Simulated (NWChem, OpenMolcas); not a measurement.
**How basis sets differ on B2H4F2 (SMILES [BH2-]1[F+][BH2-][F+]1)**

B2H4F2 has 8 atoms, charge 0, and is taken as a singlet. As SMILES, `[BH2-]1[F+][BH2-][F+]1`. The coordinates come from a PBE0-D4/def2-TZVP relaxation.

Quantity: the HOMO–LUMO gap, in eV. The values are calculated.

```json
{"level": "HF/ANO-R0 (sfX2C)", "kind": "Hartree–Fock", "program": "OpenMolcas", "value (eV)": "16.75"}
{"level": "HF/STO-3G", "kind": "Hartree–Fock", "program": "OpenMolcas", "value (eV)": "21.14"}
{"level": "HF/3-21G", "kind": "Hartree–Fock", "program": "NWChem", "value (eV)": "18.02"}
{"level": "HF/ANO-RCC-VDZP (DKH2, RICD fitting)", "kind": "Hartree–Fock", "program": "OpenMolcas", "value (eV)": "16.15"}
{"level": "HF/cc-pVDZ", "kind": "Hartree–Fock", "program": "OpenMolcas", "value (eV)": "17.27"}
```

The values span 16.15 to 21.14 eV. A Hartree–Fock LUMO above zero doesn't converge with the basis: it sinks as sets grow more diffuse. Orbital gaps aren't excitation energies.
